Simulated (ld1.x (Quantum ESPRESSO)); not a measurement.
# Before and after: PAW potential for Re

- Element: Re (Z = 75)
- Generator: ld1.x (Quantum ESPRESSO) 7.5
- Type: PAW
- Functional: PBE
- Relativity: scalar-relativistic
- Frozen core: [Xe] 4f14
- Valence charge: 7
- Reference configuration: 5d5 6s1.5 6p0 (charge +0.5)
- Partial waves: 6s (bound): rcut 2.45, rcutus 2.70 bohr; 6s channel at -0.05 Ry: rcut 2.45, rcutus 2.70 bohr; 6p (bound, empty): rcut 2.05, rcutus 2.85 bohr; 6p channel at 0.85 Ry: rcut 2.05, rcutus 2.85 bohr; 5d (bound): rcut 2.00, rcutus 2.15 bohr; 5d channel at 0.1 Ry: rcut 2.00, rcutus 2.15 bohr; 5f channel at -0.05 Ry: rcut 2.10, rcutus 2.85 bohr
- Local potential: all-electron potential smoothed inside 1.60 bohr (lloc = -1)
- Core correction: a·sin(br)/r model core, default radius (ld1.x builds one for every PAW set, though the input has nlcc=.false.)
- Augmentation charge: PSQ, inside the norm-conserving radii

Change: functional LDA (PZ).

Cutoffs: the cutoffs (Ry, on a coarse ladder) from which the occupation-weighted sum of valence levels, in a spherical-Bessel basis at the reference potential, stays within 10 and 1 mRy of its value at 400 Ry; they do not see the model core or the augmentation charge, which bear on the density cutoff. Errors are all-electron minus pseudo energies relative to the spin-unpolarised reference configuration.

**Question.** How do hardness, ghosts and transferability respond?

**Answer.** The potential gets neither clearly harder nor softer (21 Ry and 35 Ry → 21 Ry and 35 Ry); both files keep a bound ghost (p, s); the number of tests with a reliable result goes from 7 to 9; of the 7 tests that both files solve, the error grows in 2 and shrinks in 1 by more than 15 % and 0.3 meV (median size 1.8 → 3.0 meV).

```tsv
quantity	base	changed
cutoff, loose	21 Ry	21 Ry
cutoff, tight	35 Ry	35 Ry
bound ghosts	s, p	s, p
error for 5d5 6s2 6p0, meV [ΔE -3.78 → -3.90 eV]	+1.8	+1.7
error for 5d5 6s1 6p0, meV [ΔE 5.47 → 5.61 eV]	-0.7	-1.5
error for 5d5 6s0 6p0, meV [ΔE 21.79 → 22.29 eV]	+18	-3.1
error for 5d5 6s0 6p1, meV [ΔE 11.27 → 11.52 eV]	-1.7	-3.0
error for 5d4 6s0 6p0, meV [ΔE 48.92 → 49.74 eV]	-131	-148
error for 5d4 6s2 6p1, meV [ΔE 1.28 → 1.22 eV]	-33	-33
error for 5d5 6s1 6p1, meV [ΔE 1.00 → 0.96 eV]	+0.3	+0.1
s: phases at 3.08 bohr within 0.05 rad from the reference energy up to (Ry; the scan ends near 5)	2.7	2.7
p: phases at 3.08 bohr within 0.05 rad from the reference energy up to (Ry; the scan ends near 5)	n/a	3.6
d: phases at 3.08 bohr within 0.05 rad from the reference energy up to (Ry; the scan ends near 5)	to the end of the scan	to the end of the scan
f: phases at 3.08 bohr within 0.05 rad from the reference energy up to (Ry; the scan ends near 5)	3.5	3.5
lowest overlap eigenvalue by channel	s 0.21, p 0.45, d 0.89, f 0.61	s 0.21, p 0.45, d 0.89, f 0.58
```

 A true bound ghost makes a file unfit for plane-wave use even where its test errors are small: the radial tests pick states by their node count and pass the ghost by.
